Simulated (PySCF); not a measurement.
Delta-SCF ions had no search for a lower state. Excitations are Tamm–Dancoff values on a coarser integration grid. The basis has no diffuse functions, so Rydberg states are missing or too high.

## C₃H₄F₂, SMILES `FC(C=C)F` (C–C–C–F torsion 126°) (charge 0, multiplicity 1)

Calculation: TPSSh-D3(BJ)/def2-TZVP // B3LYP-D3(BJ)/def2-TZVP run with PySCF.

```yaml
HOMO: -7.71 eV
dipole_moment: 2.15 D
HOMO–LUMO gap: 6.75 eV
LUMO: -0.96 eV
S1 excitation (TDA): 7.29 eV
S1 oscillator strength: 0.013
brightest of the four lowest singlets (TDA): 8.18 eV
T1 excitation (TDA): 4.46 eV
S1–T1 gap (TDA): 2.83 eV
vertical ionisation energy (Delta-SCF): 10.72 eV
total_energy: -316.5250 Ha
cost: about 9 core-minutes (a rough figure)
```

```xyz
9

C      1.2535    -0.5692     0.2509
C      0.2824    -0.0824    -0.5049
C     -1.0362     0.3785     0.0229
F     -1.2770     1.6663    -0.3942
F     -1.0650     0.3817     1.3876
H      2.1900    -0.8925    -0.1832
H      1.1434    -0.6565     1.3235
H      0.3862     0.0041    -1.5806
H     -1.8773    -0.2299    -0.3220
```
